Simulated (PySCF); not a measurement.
**Orbital energies and ionisation energy**

Compound: C₄H₁₈Si₄.
Cartesian coordinates in Å at the PBE0-D3(BJ)/def2-SVP level; atoms count from 1:
```
atom  x, y, z in Å
C1    -2.321    1.094   -1.483
C2    -2.202    0.763    0.007
C3    -2.857    1.864    0.844
C4    -2.868   -0.583    0.301
Si5   -0.352    0.660    0.483
Si6    0.855   -0.865   -0.835
Si7    2.890   -1.294    0.245
Si8    3.954    0.753    0.662
H9    -3.383    1.177   -1.773
H10   -1.835    2.051   -1.732
H11   -1.868    0.313   -2.116
H12   -3.933    1.937    0.604
H13   -2.774    1.663    1.924
H14   -2.407    2.851    0.649
H15   -3.942   -0.541    0.050
H16   -2.424   -1.401   -0.291
H17   -2.788   -0.857    1.365
H18    0.299    2.002    0.326
H19   -0.218    0.258    1.921
H20    0.094   -2.140   -1.037
H21    1.130   -0.273   -2.185
H22    3.776   -2.188   -0.567
H23    2.612   -1.968    1.554
H24    3.075    1.589    1.538
H25    4.178    1.486   -0.622
H26    5.271    0.560    1.345
```

Level: B3LYP/def2-SVPD (PySCF). Frontier orbitals with their largest atomic shares (Löwdin; up to four atoms above 4 %):

| orbital | ε (eV) | main atoms |
| --- | --- | --- |
| HOMO−3 | -8.59 | Si7 24 %, Si6 20 %, H23 12 %, H21 12 % |
| HOMO−2 | -8.09 | Si5 26 %, C2 17 %, Si6 11 %, H18 9 % |
| HOMO−1 | -7.82 | Si7 25 %, Si8 24 %, Si6 14 %, H20 6 % |
| HOMO | -7.30 | ? |
| LUMO | -0.38 | Si6 19 %, Si7 16 %, Si5 14 %, Si8 11 % |
| LUMO+1 | -0.25 | Si6 19 %, Si7 16 %, Si8 15 %, Si5 8 % |
| LUMO+2 | -0.01 | Si7 20 %, Si8 16 %, Si6 13 %, Si5 7 % |

Task: What vertical ionisation energy does ΔSCF give, and how far is −ε(HOMO) from it?

Result: ΔSCF: 8.92 eV (860 kJ/mol; threshold wavelength 139 nm); ⟨S²⟩ of the doublet left behind is 0.756, against 0.75 for a pure doublet. −ε(HOMO) is 7.30 eV, 1.62 eV below it. In exact Kohn–Sham theory the two would be equal; B3LYP (global hybrid, 20 % exact exchange) falls short of its own ΔSCF value by 18 %.

Task: On which atoms does the HOMO lie?

Result: Si6 (SiH2 silicon) 24 %, Si5 (SiH2 silicon) 18 %, Si7 (SiH2 silicon) 16 %, C2 (sp3 carbon bound to silicon) 14 %, so no atom holds as much as 40 %. The HOMO−1 lies 0.52 eV lower.

Task: Shift the occupied levels rigidly so that −ε(HOMO) equals the ΔSCF value. What binding energies result?

Result: The shift is +1.62 eV: HOMO 8.92, HOMO−1 9.44, HOMO−2 9.71, HOMO−3 10.21 eV. A rigid shift is only a rough guide to the deeper ionisations.

Task: What total energies stand behind the ΔSCF value?

Result: E(N) = -1320.84969 Eh and E(N − 1) = -1320.52205 Eh at the same geometry, 0.32764 Eh apart.

Task: How many of the 10 lowest singlet excitations (vertical TDDFT, same level) lie below the ionisation energy?

Result: All 10; they run from 6.13 to 7.00 eV.

Task: What kinetic energy would electrons from this vertical process carry with 118.2 nm light (10.49 eV)?

Result: 10.49 − 8.92 = 1.57 eV.

The structure is a single PBE0-D3(BJ)/def2-SVP conformer in the gas phase; no vibrational or solvent corrections.
